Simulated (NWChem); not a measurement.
Species: CH₃AlF₂O; SMILES [F][Al]([F])[O]C

```xyz
8

Al     0.0738     0.4934     0.0002
F      1.2556     1.6425    -0.0016
F     -1.4988     0.9982    -0.0021
O      0.5014    -1.1185     0.0048
C     -0.0373    -2.4001     0.0028
H      0.2960    -2.9560    -0.8903
H      0.3051    -2.9620     0.8887
H     -1.1421    -2.4014     0.0085
```
Atoms are numbered in this order, from 1.

Program: NWChem. Pople sets run with spherical d functions. Coordinates come from a PBE0/def2-SVP optimisation. B3LYP is NWChem's, with the RPA form of VWN correlation. Atomic charges in e: unrestrained fits to the electrostatic potential beside Mulliken populations; buried atoms are poorly determined by the fit.

For level Hartree-Fock/6-31G*:

| Property | Value |
|---|---|
| ESP Al1 | 1.54 |
| Mulliken Al1 | 1.66 |
| Mulliken F2 | -0.60 |
| Mulliken F3 | -0.60 |
| Mulliken O4 | -0.81 |
| Mulliken C5 | -0.13 |

Question: Estimate the same quantities for level B3LYP/def2-SVP.

Answer: The ESP Al1 comes out as 1.35 and the Mulliken Al1 is 1.06. The Mulliken F2 comes out as -0.39. The Mulliken F3 is -0.39 and the Mulliken O4 comes out as -0.52. The Mulliken C5 is 0.21.
